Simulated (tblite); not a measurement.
Compound: C7H9BrO.
Z-matrix (Å and degrees, GFN2-xTB geometry), rows numbered from 1:
```
C 
C   1  1.3233
C   2  1.4690  1  123.00
C   3  1.4914  2  121.46  1  -153.91
C   4  1.5144  3   61.94  2  -111.30
C   5  1.5089  3  116.41  4   109.07
C   5  1.4605  3  115.28  4  -104.19
O   7  1.1857  5  129.02  3    47.04
Br  7  1.9823  5  114.17  3  -132.24
H   1  1.0780  2  121.87  3    -0.05
H   1  1.0755  2  121.72  3   179.48
H   2  1.0807  1  120.61  3  -179.75
H   3  1.0843  2  113.60  1    -5.59
H   4  1.0790  3  119.22  5  -107.08
H   4  1.0803  3  117.44  5   107.50
H   6  1.0889  5  110.80  3  -160.11
H   6  1.0888  5  111.11  3    79.43
H   6  1.0872  5  109.83  3   -40.44
```

All values are computed: GFN2-xTB (tblite) harmonic vibrations without scaling, gas phase. The method is semi-empirical: single wavenumbers can be off by several per cent or more. One conformer, not necessarily the lowest.

Harmonic wavenumbers (cm⁻¹): 30.4, 76.2, 134.7, 187.3, 200.6, 231.9, 285.5, 310.2, 333.2, 379.7, 402.1, 451.5, 600.3, 609.2, 673.6, 788.0, 825.8, 890.3, 897.8, 929.2, 943.7, 977.5, 1016.3, 1040.2, 1067.5, 1091.0, 1113.5, 1198.5, 1246.9, 1288.2, 1296.5, 1367.6, 1416.3, 1420.7, 1452.5, 1486.7, 1488.4, 1695.6, 1813.2, 3024.2, 3031.0, 3036.9, 3045.5, 3082.2, 3088.9, 3101.8, 3106.9, 3140.8.

A = 1919, B = 671.4, C = 611.6 MHz; mass 187.984 u (most abundant isotopes); point group C1, symmetry number 1.

Question: Zero-point energy?

Answer: ½Σν̃ = 30658 cm⁻¹ = 366.76 kJ/mol.

Question: What is S at 400 K and 1 bar for an ideal gas of classical rigid rotors and harmonic oscillators?

Answer: Translation 180.27, rotation 130.82, vibration 162.49: S = 473.6 J/(mol K).

Question: And Cp and H(400 K) − H(0)?

Answer: Cp = 198.49 J/(mol K), of which vibrations give 165.23 (their classical limit is 48 R = 399.1); H(400 K) − H(0) = 47.02 kJ/mol without the zero-point energy, 33.72 from vibrations.

Question: How do the functions run with temperature in this model?

Answer: 
```tsv
T (K)	S (J/(mol K))	Cp (J/(mol K))	H − H(0) (kJ/mol)	G − H(0) (kJ/mol)	ln q(vib)
150	335.1	98.7	9.69	-40.57	3.04
250	395.0	139.3	21.59	-77.16	5.58
298.15	421.2	159.0	28.78	-96.81	6.81
600	566.2	258.7	93.14	-246.61	14.40
900	682.9	315.5	180.01	-434.58	21.42
```

q(vib) and H(0) count from the zero-point level.

Question: What must be added to the electronic energy to get the Gibbs energy at 400 K and 1 bar?

Answer: ZPE + [H(400 K) − H(0)] − T·S = 366.76 + 47.02 − 189.43 = 224.35 kJ/mol.

Hindered rotation and anharmonicity are outside this model. Other conformers, if any are populated, would add a mixing term that is left out. The structure is chiral; the term R ln 2 for an equal mix with its mirror image is left out.
